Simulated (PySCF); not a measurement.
**Dipole moment and polarisability of `CO/C=C(\C#N)OC(F)F`**

C5H5F2NO2.
Geometry (PBE0-D3(BJ)/def2-SVP, Å), atoms numbered from 1 in this order:
```
atom  x, y, z in Å
C1     2.8353   -0.5556   -0.3047
O2     1.7442    0.3251   -0.1436
C3     0.5690   -0.0843   -0.5902
C4    -0.5576    0.6438   -0.4430
C5    -0.6052    1.8933    0.2431
N6    -0.6875    2.9020    0.8114
O7    -1.7238    0.1919   -1.0172
C8    -2.6495   -0.3126   -0.1413
F9    -3.7713   -0.4838   -0.8269
F10   -2.2441   -1.5122    0.3126
H11    3.7163   -0.0439    0.0997
H12    2.6752   -1.4931    0.2525
H13    3.0083   -0.7840   -1.3694
H14    0.5065   -1.0434   -1.1188
H15   -2.8239    0.3507    0.7257
```

Level: B3LYP/def2-SVPD (PySCF), static field, nuclei fixed, core orbitals frozen in the response. The polarisability tensor in these axes (au):

```
x    96.32 -12.02  -2.72
y   -12.02  84.32  11.52
z    -2.72  11.52  60.48
```

Give the principal values, the mean and the anisotropy Δα = √{½[(α1 − α2)² + (α2 − α3)² + (α1 − α3)²]}.

Principal values 55.71, 80.00 and 105.40 au; mean 80.37 au = 11.91 Å³ = 13.25 × 10⁻⁴⁰ C²·m²/J; Δα = 43.04 au (54 % of the mean).

What is the dipole moment, and where does it point?

(3.62, -3.45, -0.78) D, 5.07 D in size, pointing from the negative to the positive side. Measured along this direction, the outermost atoms are N6 at the negative end and H13 and H12 at the positive end.

Along which axes do the principal values lie, and how far do the nuclei extend along each?

Largest value along (0.80, -0.56, -0.19), where the nuclei span 5.73 Å; middle along (0.59, 0.73, 0.35), 5.08 Å; least along (-0.05, -0.39, 0.92), 2.12 Å. The response follows the extents in order.

What depolarisation ratio follows for Rayleigh scattering of linearly polarised light, taking the static tensor?

ρ = 3Δα²/(45ᾱ² + 4Δα²) = 5556.8/(290698 + 7409.1) = 0.0186.

What are the principal values of the traceless quadrupole moment, Θ = ½Σq(3rr − r²1), about the centre of nuclear charge?

-20.66, -0.05, 20.71 D·Å. The values depend on the origin, since the dipole doesn't vanish. The electronic extent ⟨r²⟩ about the same centre is 1758 bohr², a root-mean-square distance of 2.54 Å for the 76 electrons.

Molar refractivity from α?

Lorentz–Lorenz: R = (4π/3)N_A α = 2.5225 cm³/(mol·Å³) × 11.91 Å³ = 30.0 cm³/mol, in the limit of long wavelengths.

One conformer (not necessarily the lowest) at the PBE0-D3(BJ)/def2-SVP geometry, without solvent, vibrations or thermal averaging.
